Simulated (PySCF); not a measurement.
## Zr⁺ (zirconium, charge +1) across methods

[Kr] 4d2 5s1, high-spin 4F determinant. Calculation: PySCF 2.14, in x2c-TZVPPall; scalar relativity by spin-free X2C-1e.

```json
{"method": "BLYP", "E (hartree)": "-3598.11", "mean ε 4p β (eV)": "-38.217", "mean ε 4d α (eV)": "-10.756", "mean ε 5s α (eV)": "-10.329", "Σ⟨r²⟩ (bohr²)": "44.88", "⟨S²⟩": "3.751"}
{"method": "CAM-B3LYP", "E (hartree)": "-3598.19", "mean ε 4p β (eV)": "-41.943", "mean ε 4d α (eV)": "-13.422", "mean ε 5s α (eV)": "-12.026", "Σ⟨r²⟩ (bohr²)": "44.70", "⟨S²⟩": "3.751"}
{"method": "PBE0", "E (hartree)": "-3597.68", "mean ε 4p β (eV)": "-40.504", "mean ε 4d α (eV)": "-12.271", "mean ε 5s α (eV)": "-11.053", "Σ⟨r²⟩ (bohr²)": "44.71", "⟨S²⟩": "3.751"}
{"method": "UHF", "E (hartree)": "-3595.99438", "mean ε 4p β (eV)": "-45.759", "mean ε 4d α (eV)": "-15.473", "mean ε 5s α (eV)": "-12.437", "Σ⟨r²⟩ (bohr²)": "45.39", "⟨S²⟩": "3.755"}
{"method": "r2SCAN", "E (hartree)": "-3597.99", "mean ε 4p β (eV)": "-39.121", "mean ε 4d α (eV)": "-11.346", "mean ε 5s α (eV)": "-10.580", "Σ⟨r²⟩ (bohr²)": "44.74", "⟨S²⟩": "3.752"}
{"method": "LDA", "E (hartree)": "-3593.53", "mean ε 4p β (eV)": "-38.573", "mean ε 4d α (eV)": "-10.938", "mean ε 5s α (eV)": "-10.716", "Σ⟨r²⟩ (bohr²)": "44.71", "⟨S²⟩": "3.750"}
{"method": "M06-L", "E (hartree)": "-3597.85", "mean ε 4p β (eV)": "-38.970", "mean ε 4d α (eV)": "-10.933", "mean ε 5s α (eV)": "-10.269", "Σ⟨r²⟩ (bohr²)": "44.61", "⟨S²⟩": "3.751"}
{"method": "PBE", "E (hartree)": "-3597.60", "mean ε 4p β (eV)": "-38.354", "mean ε 4d α (eV)": "-11.014", "mean ε 5s α (eV)": "-10.463", "Σ⟨r²⟩ (bohr²)": "44.80", "⟨S²⟩": "3.751"}
```

Problem. Estimate the same row for BHandHLYP.

Solution. E (hartree) = -3598.00; mean ε 4p β (eV) = -42.481; mean ε 4d α (eV) = -13.288; mean ε 5s α (eV) = -11.493; Σ⟨r²⟩ (bohr²) = 44.77; ⟨S²⟩ = 3.752.
